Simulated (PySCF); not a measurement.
Geometry:
```tsv
atom	x (Å)	y (Å)	z (Å)
C1	-3.050	0.374	0.854
C2	-1.980	-0.670	0.790
S3	-2.236	-2.198	1.294
C4	-0.655	-0.179	0.264
C5	0.193	-1.215	-0.480
N6	1.511	-0.627	-0.637
Si7	1.934	0.468	0.639
C8	0.209	0.392	1.417
H9	-3.340	0.660	-0.172
H10	-3.936	0.012	1.390
H11	-2.668	1.290	1.335
H12	-0.856	0.653	-0.435
H13	-0.268	-1.439	-1.458
H14	0.189	-2.157	0.100
H15	2.145	-1.105	-1.261
H16	2.348	1.825	0.156
H17	3.003	0.002	1.583
H18	0.224	-0.328	2.252
H19	-0.175	1.347	1.803
```

Geometry: PBE0-D3(BJ)/def2-SVP; GIAO shifts from PySCF 2.14, gas phase, non-relativistic, averaged over equivalent atoms.

At PBE0/pcSseg-1 (205 basis functions, 96 s wall time on 1 thread of an AMD EPYC, shared host):
```
     atoms  δ (ppm)
        C2    281.6
        C4     60.1
        C5     54.2
        C1     45.0
        C8     23.1
        S3    916.8
        N6     20.2
       Si7    -21.0
       H17     5.00
       H16     4.98
       H14     3.65
       H12     3.25
H9/H10/H11     3.05
       H13     2.90
       H19     1.36
       H18     0.94
       H15    -0.18
```

Shifts are taken against calculated references (same method and geometry level): $^{13}$C (σref 184.41), $^{29}$Si (σref 351.99), $^{1}$H (σref 31.27) vs TMS; $^{33}$S (σref 495.66) against CS2; NH3 for $^{15}$N (σref 265.67).

Question: Predict the values at PBE/pcSseg-1 on the same geometry.

Answer: 
```tsv
atoms	δ at PBE/pcSseg-1	change
C2	274.0	-7.6
C4	63.3	+3.2
C5	58.0	+3.8
C1	45.9	+0.9
C8	26.4	+3.3
S3	940.8	+24.0
N6	28.3	+8.1
Si7	-22.9	-1.9
H17	5.27	+0.27
H16	5.23	+0.25
H14	3.75	+0.10
H12	3.47	+0.22
H9/H10/H11	3.12	+0.07
H13	3.05	+0.15
H19	1.54	+0.18
H18	1.12	+0.18
H15	-0.20	-0.02
```

Chemical shifts δ = σref − σ; $^{13}$C (σref 180.03), $^{29}$Si (σref 334.61), $^{1}$H (σref 31.20) against TMS; $^{33}$S (σref 490.84) vs CS2; NH3 for $^{15}$N (σref 265.06), all at this level.

The largest change is at S3 (thione sulfur). Cost: 205 basis functions, 2.3 min wall time on 1 thread of an AMD EPYC, shared host. The order of the carbon signals is the same at both levels.

Experimental scales use liquid or dissolved standards, which lie at an offset from isolated NH3 (liquid NH3: subtract about 20 ppm).
